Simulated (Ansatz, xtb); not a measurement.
**Isomers of C5H9FSSi in order of energy**

6 gas-phase structures of C5H9FSSi, from a drawn sample of its isomers (lower ones may exist). Each was relaxed with GFN2-xTB; where two conformers were screened, the lower at r2SCAN-D4/def2-SVP is listed:

A. `F[SiH2][C@]12CC[C@@]1(S)C2`, a singlet
B. `C=C/C=C(\C)[Si@H](F)S`, a singlet
C. `F[SiH2]C1=CCCCS1`, a singlet
D. `F[C@@H]1C=CC[C@@H]1S[SiH3]`, a singlet
E. `C/C=C(\[SiH2]F)C(C)=S`, a singlet
F. `F[C@@H]1C=C(S[SiH3])CC1`, a singlet

Q: Estimate their order in r2SCAN-D4/def2-SVP energy at these geometries, lowest first.

A: Calculated order at r2SCAN-D4/def2-SVP: B (0.0), C (5.6), E (21.5), A (34.3), F (38.2), D (42.7) kcal/mol.

Energies above the lowest of each column, in kcal/mol; the last columns are at B3LYP-D3(BJ)/def2-SVP geometries and were run for some of them only (a dash: not run or not comparable):

```
structure  GFN2-xTB  HF/STO-3G  r2SCAN-D4/def2-SVP  B3LYP-D3(BJ)/def2-SVP  CCSD(T)/def2-SVP + ΔMP2/def2-TZVPP
        B      12.1       35.9                 0.0                    0.0                                 0.0
        C       0.0        0.0                 5.6                    8.6                                 8.2
        E      15.1       51.5                21.5                   21.8                                24.2
        A      14.5       31.3                34.3                      –                                   –
        F      19.9       10.9                38.2                      –                                   –
        D      26.2       20.1                42.7                      –                                   –
```

CCSD(T)/def2-SVP + ΔMP2/def2-TZVPP puts B lowest of those it was run on; GFN2-xTB picks C, HF/STO-3G picks C. Flexible structures stand in one conformer each, not always the lowest. Frequencies (GFN2-xTB) were run for B, C, E alone. The ΔMP2 step shifts differences by up to 3.2 kcal/mol, which makes them less sure. ΔMP2 is the change of the MP2 energy from the smaller to the larger basis.

Over these structures GFN2-xTB departs from r2SCAN-D4/def2-SVP by 9.1 kcal/mol on average once a common shift is removed. A GFN2-xTB relaxation took about 0.26 s and the r2SCAN-D4/def2-SVP energy about 2.6 s on a shared host (Ansatz 0.2.0, xtb 6.7.1).
